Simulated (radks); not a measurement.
The numbers below are computed, except where a source is named.
Species: Re. Configuration: [Xe] 4f14 5d5 6s2.

Code: a radial shooting solver on a logarithmic mesh with Libxc functionals. Model: Dirac Kohn-Sham, LDA (Slater exchange, Perdew-Wang correlation), spin-unpolarised, spherical densities, finite nucleus; open shells fill j = l - 1/2 first; Fermi nuclear charge, rms radius 5.3698 fm.

Energy parts (hartree):
total: -16705.3686
kinetic: 18876.5695
electron-nucleus: -41793.1272
Hartree: 6534.3437
exchange-correlation: -323.1546

Orbitals (lengths in bohr, moments of r in powers of bohr):
orbital  occ.  eigenvalue (hartree)    <1/r>      <r>
1s1/2       2             -2626.551    88.64  0.01805
2s1/2       2             -455.1378    21.62  0.07564
2p1/2       2             -435.7533    21.59  0.06248
2p3/2       4             -382.9067    18.04  0.07056
3s1/2       2             -105.3348    7.934   0.1971
3p1/2       2             -96.63587    7.854   0.1871
3p3/2       4             -85.16268    6.932   0.2020
3d3/2       4             -70.45634    6.829   0.1765
3d5/2       6             -67.96350    6.613   0.1811
4s1/2       2             -21.94005    3.343   0.4408
4p1/2       2             -18.30723    3.234   0.4451
4p3/2       4             -15.62159    2.911   0.4788
4d3/2       4              -9.63498    2.699   0.4936
4d5/2       6              -9.13868    2.623   0.5051
4f5/2       6              -1.59463    2.180   0.5763
4f7/2       8              -1.50219    2.149   0.5851
5s1/2       2              -3.11743    1.308    1.037
5p1/2       2              -2.01482    1.178    1.137
5p3/2       4              -1.60805    1.062    1.242
5d3/2       4              -0.21626   0.7030    1.894
5d5/2       1              -0.18407   0.6710    1.987
6s1/2       2              -0.22315   0.4142    3.071
6p1/2       0              -0.06656   0.2980    4.257
6p3/2       0              -0.04661   0.2629    4.807
7s1/2       0              -0.00105  0.08253    17.77

The highest occupied level is 5d5/2 at -5.009 eV. The electron density at the nucleus is 1.54e+06 e/bohr^3. For comparison, the ionisation energy in NIST's Atomic Spectra Database is 7.834 eV (measured). In exact Kohn-Sham theory the highest level is minus the ionisation energy, but local and semilocal functionals leave it too shallow, through self-interaction and a potential that decays too fast; potentials with the right tail come closer. Summed over all electrons, <r^2> = 67.71 bohr^2, which gives a Langevin (diamagnetic) susceptibility term of -53.6 x 10^-6 cm^3/mol.

Beside tabulated values, note that spin-unpolarised runs miss the spin-polarisation part of the exchange energy of open shells.
